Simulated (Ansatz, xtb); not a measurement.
Noncovalent pair: HCl (SMILES Cl) (first 2 atoms) with CH2O (SMILES C=O); geometry from B3LYP-D3(BJ)/def2-TZVP, rigid monomers moved along the line of their centres of mass till H2···O4 is 3.34 Å.
(charge 0, multiplicity 1):
```xyz
6

Cl    -0.15234    -0.05621     0.44347
H      0.14962     0.49239     1.58776
C     -0.28402     0.22859     5.46753
O      0.33429     1.07281     4.87128
H     -0.34900     0.23795     6.56839
H     -0.80914    -0.58608     4.93967
```

Counterpoise-corrected where a basis set is named; no monomer relaxation.

Frozen-core correlation. CBS: X⁻³ extrapolation of the correlation energy, Hartree–Fock from the larger set.

Codes used: Ansatz (a quantum-chemistry and plane-wave program) with Gaussian orbitals; xtb for the GFN methods. Each number belongs to the level named beside it.

Estimate the interaction energy that GFN-FF returns for this input.

-7 kJ/mol
